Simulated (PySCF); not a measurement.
PySCF 2.14 output of an unrestricted M06-L calculation on a single atom or ion in aug-cc-pVTZ-PP with ECP28MDF (6s6p5d3f2g, 88 functions), with scalar relativity through the core potential:

```
SCF conv_tol = 1e-09
number electrons alpha = 10  beta = 6
    Y. Zhao and D. G. Truhlar.,  J. Chem. Phys. 125, 194101 (2006)
    Y. Zhao and D. G. Truhlar.,  J. Chem. Phys. 125, 194101 (2006)
    Y. Zhao and D. G. Truhlar.,  Theor. Chem. Acc. 120, 215 (2008)
cycle= 1 E= -109.847874736567  delta_E= -0.0111  |g|= 0.0161  |ddm|= 0.218
cycle= 2 E= -109.848111126632  delta_E= -0.000236  |g|= 0.00361  |ddm|= 0.051
cycle= 3 E= -109.848119912953  delta_E= -8.79e-06  |g|= 0.0026  |ddm|= 0.0138
cycle= 4 E= -109.848121854851  delta_E= -1.94e-06  |g|= 9.36e-05  |ddm|= 0.00154
cycle= 5 E= -109.848121860916  delta_E= -6.06e-09  |g|= 2.42e-05  |ddm|= 0.000264
cycle= 6 E= -109.848121861348  delta_E= -4.33e-10  |g|= 2.59e-06  |ddm|= 4.99e-05
converged SCF energy = -109.848121861348  <S^2> = 6.0027279  2S+1 = 5.001091
```

The run itself started from symmetry-adapted Hartree-Fock orbitals and held the occupation by maximum overlap, on a logarithmic radial grid, so the iterations belong to that start.

Which element, charge and spin multiplicity is this?

Rh⁺ (rhodium, charge +1), multiplicity 5; the state was [Kr] 4d7 5s1, high-spin 5F determinant (an excited configuration).

Energies and moments cover only the electrons outside the core potential.
